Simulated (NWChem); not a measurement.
System: CH$_{5}$B; SMILES BC

NWChem input:

```
start job
memory heap 200 mb stack 900 mb global 1100 mb
geometry units angstroms noautoz
  B     -0.001087    -0.870873    -0.017735
  H      1.028133    -1.484505     0.017386
  H     -1.025811    -1.491613     0.019929
  C     -0.002080     0.689642    -0.029918
  H      0.039230     0.978764     1.037981
  H     -0.911228     1.149322    -0.432108
  H      0.881041     1.143569    -0.493262
end
basis spherical
  * library 6-31g*
end
dft
  xc xcamb88 1.00 lyp 1.0 hfexch 1.00
  cam 0.33 cam_alpha 0.0 cam_beta 1.0
  iterations 150
  mulliken
end
task dft energy
```

The geometry was optimised at B3LYP/6-31G* (spherical d).

Problem. Predict the main results of this run. (LC-BLYP (range parameter 0.33 per bohr)/6-31G* (spherical d).) Quantities: energy (Ha); highest occupied level (eV); orbital gap (eV); dipole (D).

Solution. energy (Ha): -65.68
highest occupied level (eV): -11.16
orbital gap (eV): 12.45
dipole (D): 0.71
